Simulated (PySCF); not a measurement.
# Ge(2+) (germanium, charge +2) across methods

[Ar] 3d9 4s2 5s1, high-spin 3D determinant (an excited configuration). Calculation: PySCF 2.14, in aug-cc-pwCVTZ-PP with ECP10MDF; a scalar-relativistic core potential.

```json
{"method": "TPSSh", "E (hartree)": "-291.9273", "mean ε 4s α (eV)": "-36.873", "mean ε 4s β (eV)": "-36.441", "mean ε 5s α (eV)": "-13.249", "Σ⟨r²⟩ (bohr²)": "36.28", "⟨S²⟩": "2.001"}
{"method": "UHF", "E (hartree)": "-290.91517", "mean ε 4s α (eV)": "-40.611", "mean ε 4s β (eV)": "-39.818", "mean ε 5s α (eV)": "-14.441", "Σ⟨r²⟩ (bohr²)": "37.76", "⟨S²⟩": "2.001"}
{"method": "PBE0", "E (hartree)": "-291.9729", "mean ε 4s α (eV)": "-37.758", "mean ε 4s β (eV)": "-37.232", "mean ε 5s α (eV)": "-13.540", "Σ⟨r²⟩ (bohr²)": "36.33", "⟨S²⟩": "2.000"}
{"method": "r2SCAN", "E (hartree)": "-291.8811", "mean ε 4s α (eV)": "-36.719", "mean ε 4s β (eV)": "-36.595", "mean ε 5s α (eV)": "-13.056", "Σ⟨r²⟩ (bohr²)": "36.31", "⟨S²⟩": "2.001"}
```

Task: Estimate the same row for wB97M-V.

Result: E (hartree) = -291.8506; mean ε 4s α (eV) = -40.250; mean ε 4s β (eV) = -39.770; mean ε 5s α (eV) = -14.752; Σ⟨r²⟩ (bohr²) = 36.34; ⟨S²⟩ = 2.000.

Energies and moments cover only the electrons outside the core potential. The outer electron is Rydberg-like, and this basis confines it to a smaller radius and binds it less than a complete one would.
